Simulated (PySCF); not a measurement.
C$_{4}$H$_{9}$Cl$_{3}$Sn, charge +1, quartet, at a GFN2-xTB geometry of the parent state (such geometries of metal compounds can be far from the true shape) (a state made from the parent by changing its charge; the spin is typed, not shown lowest) (all electrons, no relativity); HF/3-21G (PySCF).

PySCF was given this input:
```python
from pyscf import gto, scf

mol = gto.Mole()
mol.atom = '''
    C    -4.429390   -0.282492   -0.288526
    C    -2.993599   -0.386493   -0.776810
    C    -2.250646   -1.565774   -0.160660
    C    -0.916316   -1.853447   -0.660752
    Sn    0.710127    0.045662    0.057049
    Cl    0.422905    1.664083   -1.613578
    Cl   -0.182690    0.774823    2.096477
    Cl    2.939703   -0.597329    0.265587
    H    -5.026662   -1.123661   -0.633630
    H    -4.888829    0.623049   -0.674803
    H    -4.472344   -0.249922    0.797018
    H    -2.459408    0.529956   -0.490683
    H    -2.972598   -0.447956   -1.866940
    H    -2.288440   -1.535491    0.935016
    H    -2.823746   -2.479769   -0.418202
    H    -0.359015   -2.650120   -0.181864
    H    -0.734215   -1.726769   -1.722119
'''
mol.basis = '3-21g'
mol.charge = 1
mol.spin = 3
mol.verbose = 4
mol.build()

mf = scf.UHF(mol)
mf.kernel()
```

What the program printed (banner, timings and long lists left out):

```
PySCF version 2.14.0

[INPUT] verbose = 4
[INPUT] num. atoms = 17
[INPUT] num. electrons = 133
[INPUT] charge = 1
[INPUT] spin (= nelec alpha-beta = 2S) = 3
[INPUT] symmetry False subgroup None
[INPUT] Mole.unit = angstrom
[INPUT] Symbol           X                Y                Z      unit          X                Y                Z       unit  Magmom
[INPUT]  1 C     -4.429390000000  -0.282492000000  -0.288526000000 AA   -8.370333998887  -0.533832512381  -0.545235119816 Bohr   0.0
[INPUT]  2 C     -2.993599000000  -0.386493000000  -0.776810000000 AA   -5.657082236772  -0.730365919062  -1.467958150823 Bohr   0.0
[INPUT]  3 C     -2.250646000000  -1.565774000000  -0.160660000000 AA   -4.253104543348  -2.958884032965  -0.303603399173 Bohr   0.0
[INPUT]  4 C     -0.916316000000  -1.853447000000  -0.660752000000 AA   -1.731586283557  -3.502507216397  -1.248640316259 Bohr   0.0
[INPUT]  5 Sn     0.710127000000   0.045662000000   0.057049000000 AA    1.341945543659   0.086288674300   0.107806985680 Bohr   0.0
[INPUT]  6 Cl     0.422905000000   1.664083000000  -1.613578000000 AA    0.799174626709   3.144661118545  -3.049220500623 Bohr   0.0
[INPUT]  7 Cl    -0.182690000000   0.774823000000   2.096477000000 AA   -0.345234065697   1.464203265014   3.961767356450 Bohr   0.0
[INPUT]  8 Cl     2.939703000000  -0.597329000000   0.265587000000 AA    5.555233557562  -1.128788216260   0.501886692245 Bohr   0.0
[INPUT]  9 H     -5.026662000000  -1.123661000000  -0.633630000000 AA   -9.499014500758  -2.123411546855  -1.197387164308 Bohr   0.0
[INPUT] 10 H     -4.888829000000   0.623049000000  -0.674803000000 AA   -9.238547879831   1.177391972184  -1.275192858035 Bohr   0.0
[INPUT] 11 H     -4.472344000000  -0.249922000000   0.797018000000 AA   -8.451505294842  -0.472284132504   1.506145736349 Bohr   0.0
[INPUT] 12 H     -2.459408000000   0.529956000000  -0.490683000000 AA   -4.647607548564   1.001471698070  -0.927256483980 Bohr   0.0
[INPUT] 13 H     -2.972598000000  -0.447956000000  -1.866940000000 AA   -5.617396098430  -0.846514155856  -3.528005290995 Bohr   0.0
[INPUT] 14 H     -2.288440000000  -1.535491000000   0.935016000000 AA   -4.324524852500  -2.901657456735   1.766924162086 Bohr   0.0
[INPUT] 15 H     -2.823746000000  -2.479769000000  -0.418202000000 AA   -5.336106585336  -4.686084262187  -0.790287244745 Bohr   0.0
[INPUT] 16 H     -0.359015000000  -2.650120000000  -0.181864000000 AA   -0.678440024611  -5.008000997232  -0.343673151918 Bohr   0.0
[INPUT] 17 H     -0.734215000000  -1.726769000000  -1.722119000000 AA   -1.387465266548  -3.263120490389  -3.254333263910 Bohr   0.0

nuclear repulsion = 1250.4737163539
number of shells = 72
number of NR pGTOs = 249
number of NR cGTOs = 124
basis = 3-21g
ecp = {}

******** <class 'pyscf.scf.uhf.UHF'> ********
method = UHF
initial guess = minao
damping factor = 0
level_shift factor = 0
DIIS = <class 'pyscf.scf.diis.CDIIS'>
diis_start_cycle = 1
diis_space = 8
diis_damp = 0
SCF conv_tol = 1e-09
SCF conv_tol_grad = None
SCF max_cycles = 50
direct_scf = True
direct_scf_tol = 1e-13
number electrons alpha = 68  beta = 65
Set gradient conv threshold to 3.16228e-05
init E= -7510.96187884111

cycle= 1 E= -7523.36916606065  delta_E= -12.4  |g|= 0.497  |ddm|= 3.15

cycle= 2 E= -7523.44737809385  delta_E= -0.0782  |g|= 0.562  |ddm|= 1.65

cycle= 3 E= -7523.63143740219  delta_E= -0.184  |g|= 0.19  |ddm|= 0.629
cycle= 4 E= -7523.66851604088  delta_E= -0.0371  |g|= 0.0608  |ddm|= 0.439
cycle= 5 E= -7523.67664942724  delta_E= -0.00813  |g|= 0.0235  |ddm|= 0.249
cycle= 6 E= -7523.67868192079  delta_E= -0.00203  |g|= 0.0114  |ddm|= 0.128
cycle= 7 E= -7523.67929094449  delta_E= -0.000609  |g|= 0.00513  |ddm|= 0.0998
cycle= 8 E= -7523.67940043449  delta_E= -0.000109  |g|= 0.00301  |ddm|= 0.04
cycle= 9 E= -7523.67944589793  delta_E= -4.55e-05  |g|= 0.00161  |ddm|= 0.0287
cycle= 10 E= -7523.67946146036  delta_E= -1.56e-05  |g|= 0.000855  |ddm|= 0.0163
cycle= 11 E= -7523.67946617388  delta_E= -4.71e-06  |g|= 0.000544  |ddm|= 0.00725
cycle= 12 E= -7523.67946834923  delta_E= -2.18e-06  |g|= 0.000404  |ddm|= 0.00391
cycle= 13 E= -7523.67946982451  delta_E= -1.48e-06  |g|= 0.000327  |ddm|= 0.00295
cycle= 14 E= -7523.6794711019  delta_E= -1.28e-06  |g|= 0.00026  |ddm|= 0.00283
cycle= 15 E= -7523.67947229015  delta_E= -1.19e-06  |g|= 0.000198  |ddm|= 0.00348
cycle= 16 E= -7523.6794728606  delta_E= -5.7e-07  |g|= 0.000173  |ddm|= 0.0021
cycle= 17 E= -7523.67947323384  delta_E= -3.73e-07  |g|= 0.000162  |ddm|= 0.00142
cycle= 18 E= -7523.67947355739  delta_E= -3.24e-07  |g|= 0.000156  |ddm|= 0.0012
cycle= 19 E= -7523.67947397235  delta_E= -4.15e-07  |g|= 0.00015  |ddm|= 0.00153
cycle= 20 E= -7523.67947468684  delta_E= -7.14e-07  |g|= 0.000141  |ddm|= 0.00274
cycle= 21 E= -7523.67947623292  delta_E= -1.55e-06  |g|= 0.000118  |ddm|= 0.00681
cycle= 22 E= -7523.6794780913  delta_E= -1.86e-06  |g|= 7.74e-05  |ddm|= 0.0117
cycle= 23 E= -7523.67947878991  delta_E= -6.99e-07  |g|= 4.77e-05  |ddm|= 0.00845
cycle= 24 E= -7523.67947892907  delta_E= -1.39e-07  |g|= 2.83e-05  |ddm|= 0.00378
cycle= 25 E= -7523.67947895762  delta_E= -2.86e-08  |g|= 2.03e-05  |ddm|= 0.00169
cycle= 26 E= -7523.67947896424  delta_E= -6.63e-09  |g|= 1.47e-05  |ddm|= 0.000507
cycle= 27 E= -7523.67947896695  delta_E= -2.71e-09  |g|= 1.13e-05  |ddm|= 0.000205
cycle= 28 E= -7523.67947896942  delta_E= -2.47e-09  |g|= 7.23e-06  |ddm|= 0.000216
cycle= 29 E= -7523.67947897005  delta_E= -6.26e-10  |g|= 4.38e-06  |ddm|= 8.92e-05
Extra cycle  E= -7523.67947897016  delta_E= -1.15e-10  |g|= 3.72e-06  |ddm|= 1.52e-05
converged SCF energy = -7523.67947897016  <S^2> = 3.7794209  2S+1 = 4.0146835
```
